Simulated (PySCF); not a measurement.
# A rate constant, worked out

An elementary step of GaH$_{2}$F, closed shell (GaH₂F ([F][GaH2]) → GaH + HF; Ga–F, Ga–H broken or loosened, F–H formed or tightened). The start structure is the reactant molecule, and the electronic barrier above it is 2.568 eV by CCSD(T) at an estimated basis limit (MP2 extrapolated from triple and quadruple zeta, plus CCSD(T) − MP2 in triple zeta). PySCF 2.14 with density fitting (its default auxiliary sets; JK sets also for MP2 and CCSD(T)); basis: def2-TZVPP and def2-QZVPP; cores frozen in the correlated methods. Filled d shells of the heavier atoms are correlated. The def2 sets are not built for correlating such inner shells, so the correlated values are less sure here. Extrapolation: Hartree–Fock as exp(−7.88 √X), correlation as X^−2.97. Harmonic wavenumbers (analytic Hessian with the translational sum rule) at PBE0-D4/def2-TZVP (PySCF 2.14 with density fitting (its default auxiliary sets; JK sets also for MP2 and CCSD(T))), in cm⁻¹:

Start: 520, 634, 665, 733, 2022, 2032.

Saddle: 1320i, 392, 575, 613, 1780, 1896.

(1) Work out the transition-state-theory rate constant at 500 K from these numbers alone (harmonic vibrations; rotation, path degeneracy and anharmonicity left out), and the Wigner tunnelling factor. Use 1 cm⁻¹ = 1.2398 × 10⁻⁴ eV and k_B = 8.617 × 10⁻⁵ eV/K.

T1 diagnostic: at most 0.019. The restricted Hartree–Fock reference is unstable towards an unrestricted one at one or more of these structures.

## Answers

(1) Zero-point energies, half the sums: start 6606/2 cm⁻¹ = 0.4095 eV; saddle, real modes only, 5256/2 cm⁻¹ = 0.3258 eV.
Barrier with zero-point energy: 2.568 + 0.3258 − 0.4095 = 2.4843 eV.
k_BT = 0.04309 eV, so the barrier is 57.66 k_BT.
Vibrational partition functions from the zero-point level, ln q = −Σ ln(1 − exp(−hν/k_BT)): start 0.724, saddle 0.801.
k = (k_BT/h) exp(ln q‡ − ln q) exp(−E0/k_BT), with log₁₀(k_BT/h in s⁻¹) = 13.02: log₁₀ k = 13.02 + (0.077 − 57.66)/2.3026 = -11.99, so k ≈ 1 × 10^(-12) s⁻¹.
Wigner factor: 1 + (hν‡/k_BT)²/24 = 1 + (3.80)²/24 = 1.60, too large for this simple formula to be trusted. A change of 1 kcal/mol (0.043 eV) in the barrier would change k by a factor of 2.7 at this temperature.

Labels in which every atom is bracketed show which atoms are joined, not bond orders.

For scale, one of the runs: CCSD(T)/def2-TZVPP, 107 basis functions, launched by `OMP_NUM_THREADS=4 python run.py`. The run took about 49 s on 4 CPU threads of an Arm Neoverse V1 (shared host).
